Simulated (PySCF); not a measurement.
B(H)2(iPr) (C3H9B), SMILES BC(C)C.

The structure is a stationary point at PBE-D3(BJ)/def2-SVP. The structure was generated by enumeration, and PubChem lists no compound with its InChIKey, so it may never have been made.

Level of theory: PySCF with PBE-D3(BJ)/def2-SVP.

No scaling factor is applied to the harmonic values.

```csv
mode,ν (cm⁻¹),IR (km/mol),moving atoms (share of kinetic energy)
1,184,7.0,"H 70 %, C 22 %, B 8 %"
2,212,0.0,H 97 %
3,286,3.7,"H 67 %, C 33 %"
4,314,0.2,"H 71 %, C 18 %, B 10 %"
5,345,2.2,"H 73 %, C 18 %, B 9 %"
6,354,0.1,"C 48 %, H 43 %, B 10 %"
7,686,7.1,"H 49 %, B 26 %, C 25 %"
8,799,4.5,"H 72 %, B 21 %"
9,837,6.8,"H 68 %, C 27 %"
10,884,4.7,"H 88 %, C 11 %"
11,952,0.0,"H 69 %, C 30 %"
12,959,20.5,"H 61 %, C 25 %, B 14 %"
13,1013,20.2,"H 67 %, B 22 %, C 11 %"
14,1110,0.1,"H 64 %, C 35 %"
15,1139,4.2,"H 63 %, C 37 %"
16,1163,22.0,"H 83 %, B 9 %, C 8 %"
17,1207,0.0,"C 54 %, H 45 %"
18,1299,11.9,"C 56 %, H 26 %, B 18 %"
19,1335,2.0,"H 77 %, C 23 %"
20,1353,0.4,"H 79 %, C 21 %"
21,1405,0.1,H 97 %
22,1419,6.3,H 96 %
23,1425,16.5,H 96 %
24,1436,5.4,H 93 %
25,2489,111.1,H 95 %
26,2576,137.5,"H 88 %, B 12 %"
27,2702,56.6,H 93 %
28,2961,27.6,H 97 %
29,2963,34.2,H 97 %
30,3040,0.1,"H 91 %, C 9 %"
31,3040,40.4,"H 91 %, C 9 %"
32,3065,13.7,"H 91 %, C 9 %"
33,3065,23.2,"H 91 %, C 9 %"
```
